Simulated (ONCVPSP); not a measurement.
# caesium: one change to an ONCV potential, before and after

caesium (Cs), optimised norm-conserving Vanderbilt (ONCV), made with ONCVPSP 4.0.1 (PBE, fully relativistic). Core [Kr] 4d10, reference 5s2 5p6 6s1. Waves: 5s+6s: rc 2.55 bohr, ncon 4, nbas 9, qcut 4.7 1/bohr, 2 projectors; 5p: rc 3.10 bohr, ncon 3, nbas 7, qcut 4.4 1/bohr, 3 projectors, debl 1.6 Ha; d scattering state at 0.19 Ha: rc 3.15 bohr, ncon 4, nbas 7, qcut 2.8 1/bohr, 2 projectors, debl 0.9 Ha. Local part: polynomial inside 2.45 bohr (lpopt 1, dvloc0 1 Ha). Core correction: Teter function, fcfact 3.5, rcfact 1.4.

Open shells are filled in proportion to 2j + 1.

In the d channel the program set the typed energies aside and used 0.050, 0.950 Ha (j = l + 1/2; the other j can differ).

All-electron outer shells of the reference configuration (PBE, scalar-relativistic, ld1.x):

```
shell  level (eV)  outermost node (bohr)  outermost maximum (bohr)
   5s      -26.73                   0.82                      1.54
   5p      -13.52                   0.89                      1.79
   6s       -2.09                   2.11                      4.80
```

Change: functional PBEsol.

Cutoffs: the cutoffs (Ha) at which the residual kinetic energy of the hardest occupied pseudo-wave falls to 1 and 0.1 mHa per electron; they do not see the model core or the augmentation charge, which bear on the density cutoff. Errors are all-electron minus pseudo energies relative to the spin-unpolarised reference configuration.

Q: What does the change do?

A: The potential gets neither clearly harder nor softer (7.5 Ha and 8.9 Ha → 7.5 Ha and 8.9 Ha); the lowest positive-energy flag moves from none to d3/2 at 12.7 eV; the errors of the 4 common tests hardly move; the range in which the d3/2 phases agree narrows (upper end 4.4 → 0.5); neither file shows a bound ghost.

```csv
quantity,base,changed
"cutoff, loose",7.5 Ha,7.5 Ha
"cutoff, tight",8.9 Ha,8.9 Ha
loose cutoff by channel,"s 7.5 Ha, p 4.3 Ha","s 7.5 Ha, p 4.3 Ha"
bound ghosts,none,none
GHOST(+) flags under 300 eV,none,d3/2 at 12.7 eV
"error for 5s2 5p6 6s0, meV [ΔE 3.86 → 3.79 eV]",0.0,-0.1
"error for 5s2 5p6 6s0.5, meV [ΔE 1.47 → 1.46 eV]",0.0,0.0
"error for 5s2 5p6 6s0 6p1, meV [ΔE 1.37 → 1.35 eV]",+0.1,0.0
"error for 5s1 5p6 6s1, meV [ΔE 31.65 → 31.71 eV]",-29,-30
s: phases at 2.58 bohr within 0.05 rad from the reference energy up to (Ha; the scan ends near 5),4.2,4.2
p3/2: phases at 3.14 bohr within 0.05 rad from the reference energy up to (Ha; the scan ends near 5),3.8,3.8
p1/2: phases at 3.14 bohr within 0.05 rad from the reference energy up to (Ha; the scan ends near 5),to the end of the scan,to the end of the scan
d5/2: phases at 3.20 bohr within 0.05 rad from the reference energy up to (Ha; the scan ends near 5),3.8,3.8
d3/2: phases at 3.20 bohr within 0.05 rad from the reference energy up to (Ha; the scan ends near 5),4.4,0.5
"rms error of d²Exc/dni dnj with the model core, mHa",2.51,2.69
```

Base: These tests converged, but a pseudo level misses the all-electron one widely, so the file describes the atom poorly there or has found another state: 5s2 5p6 6s0 6p1: empty 6s by 2.9 eV. Changed file: These tests converged, but a pseudo level misses the all-electron one widely, so the file describes the atom poorly there or has found another state: 5s2 5p6 6s0 6p1: empty 6s by 2.9 eV.
